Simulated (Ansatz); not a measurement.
Consider the substitution at a C–O bond: `CC1=CC(C)=[O+][B-](C)(O)O1` + CH₃SH → `CS/C(C)=C/C(C)=O` + `CB(O)O`.

Program: Ansatz. Geometries: PBE0-D4/def2-TZVP. ΔE: electronic, gas phase. CCSD(T)/CBS adds triple-zeta CCSD(T) − MP2 to the extrapolated MP2 energy (def2 sets, frozen cores). This one scheme is used for every species. DFT in def2-TZVPP. Each species was taken in one conformer, which may not be the lowest.

`CC1=CC(C)=[O+][B-](C)(O)O1`:

Cartesian coordinates in Å:
```
C 1.669 -2.293 0.018
C 0.730 -1.139 0.058
C 0.069 -0.687 -1.079
C -0.980 0.213 -0.911
C -1.919 0.545 -2.016
O -1.224 0.769 0.209
B -0.191 0.746 1.378
C 0.854 1.929 1.184
O -0.871 0.763 2.601
O 0.537 -0.623 1.206
H 1.745 -2.726 -0.977
H 2.656 -1.959 0.348
H 1.336 -3.054 0.728
H 0.247 -1.148 -2.038
H -1.694 -0.007 -2.926
H -2.941 0.329 -1.697
H -1.867 1.618 -2.216
H 0.352 2.898 1.252
H 1.615 1.899 1.968
H 1.370 1.889 0.218
H -1.494 0.040 2.692
```

CH₃SH:

Z-matrix (Å, degrees):
```
C
S 1 1.806
H 1 1.089 2 111.5
H 1 1.089 2 111.5 3 -123.8
H 1 1.090 2 106.2 3 118.1
H 2 1.342 1 97.1 3 61.9
```

`CS/C(C)=C/C(C)=O`:

```xyz
18

C     0.471   -0.387   -2.777
S     0.158   -1.777   -1.695
C    -0.065   -1.071   -0.130
C    -0.339   -2.120    0.901
C     0.001    0.254    0.117
C    -0.188    0.857    1.437
C    -0.074    2.362    1.477
O    -0.420    0.223    2.450
H    -0.380    0.296   -2.798
H     0.616   -0.808   -3.772
H     1.375    0.148   -2.481
H     0.413   -2.080    1.691
H    -1.297   -1.933    1.387
H    -0.345   -3.117    0.457
H     0.205    0.943   -0.693
H     0.913    2.678    1.125
H    -0.230    2.717    2.494
H    -0.813    2.816    0.810
```

`CB(O)O`:

```xyz
9

C     0.701    0.939    0.412
B    -0.185   -0.252   -0.085
O     0.433   -1.423   -0.437
O    -1.540   -0.069   -0.168
H     1.611    0.593    0.904
H     1.013    1.543   -0.447
H     0.154    1.602    1.085
H    -0.145   -2.117   -0.761
H    -2.040   -0.817   -0.503
```

Is it downhill or uphill in electronic energy at CCSD(T)/CBS, and by how much? (Best estimate.)

Ansatz gave: Uphill: ΔE = +9.4 kJ/mol.

What do these levels give: PBE-D4, PBE0-D4, r2SCAN, SCS-MP2/def2-TZVPP, HF/def2-QZVPP, MP2/CBS(def2)? (Estimate.)

The calculation gave: PBE-D4 12.6, PBE0-D4 20.6, r2SCAN 19.3, SCS-MP2/def2-TZVPP 6.5, HF/def2-QZVPP 19.6, MP2/CBS(def2) 0.2 kJ/mol.

Largest T1 diagnostic among the species: 0.016.

In def2-TZVPP, CCSD(T) changes the Hartree–Fock value by −3.9 kJ/mol (the triples alone add −0.1 kJ/mol) and MP2 by −13.1 kJ/mol. The D4 term adds +5.1 kJ/mol with B3LYP and +3.3 kJ/mol with PBE0; it sums over pairs of atoms, weighted by their polarisabilities, and B3LYP, whose exchange is more repulsive, gets the larger term. From PBE to PBE0 (25 % exact exchange), in def2-TZVPP and without D4, ΔE moves by +8.3 kJ/mol.

B3LYP here is the variant with VWN-RPA as its local correlation; programs differ in this.
